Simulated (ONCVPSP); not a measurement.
Pseudopotential generation for As: ONCV, PBE, scalar-relativistic.

ONCVPSP 4.0.1 input, shortened (lines: element, Z, core and valence counts, functional; n l f; lmax; l rc ep ncon nbas qcut; lloc lpopt rc5 dvloc0; l nproj debl; icmod fcfact rcfact), PBE, scalar-relativistic:

```
  As 33.00    6    2        4      upf
    1    0    2.00
    2    0    2.00
    2    1    6.00
    3    0    2.00
    3    1    6.00
    3    2   10.00
    4    0    2.00
    4    1    3.00
    1
    0    1.50    0.00    3    6    3.70
    1    1.95    0.00    4    8    2.80
    4    4    1.50    0.00
    0    2    1.80
    1    2    3.80
    1    0.55    0.00
```

All-electron outer shells of the reference configuration (PBE, scalar-relativistic, ld1.x):

```
shell  level (eV)  outermost node (bohr)  outermost maximum (bohr)
   3p     -133.68                   0.22                      0.52
   3d      -40.65                      –                      0.47
   4s      -14.49                   0.73                      1.61
   4p       -5.19                   0.78                      2.00
```

What the tests gave:

```
Cutoffs needed             : 25 Ha and 45 Ha (the cutoffs (Ha) at which the residual kinetic energy of the hardest occupied pseudo-wave falls to 1 and 0.1 mHa per electron)
Ghost test                 : no bound ghost flagged; GHOST(+) flagged for s at 154.0 eV
Largest excitation error   : -122 meV (all-electron minus pseudo) for 4s2 4p0, out of 4 test configurations
rms error of d²Exc/dni dnj : 4.94 mHa without and 0.25 mHa with the model core
```

Generation and tests took about 3.2 s on one core of a shared server CPU.
